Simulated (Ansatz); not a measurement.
Cartesian coordinates in Å:
```
B -0.840 0.205 0.091
C 0.707 0.163 0.084
F 1.396 -0.197 1.165
Br 0.192 -1.490 -1.024
H -1.384 0.850 -0.749
H -1.409 -0.269 1.023
H 1.337 0.738 -0.591
```

Total charge 0; spin multiplicity 1.

Problem. List the PBE0/def2-TZVPP orbital energies in eV (Ansatz 0.2.0). (Best estimate.)

Solution. Computed: Occupied: -13150.97, -1705.85, -1536.41, -1536.34, -1536.32, -675.10, -282.04, -239.66, -184.69, -180.06, -179.83, -179.77, -73.56, -73.50, -73.45, -73.26, -73.26, -35.14, -23.25, -19.38, -15.87, -15.45, -14.15, -12.66, -11.03, -10.20, -9.40, -9.11, -8.69. Lowest empty: -1.38, -0.28, 1.32, 2.19, 2.43, 2.76, 3.43, 3.89.
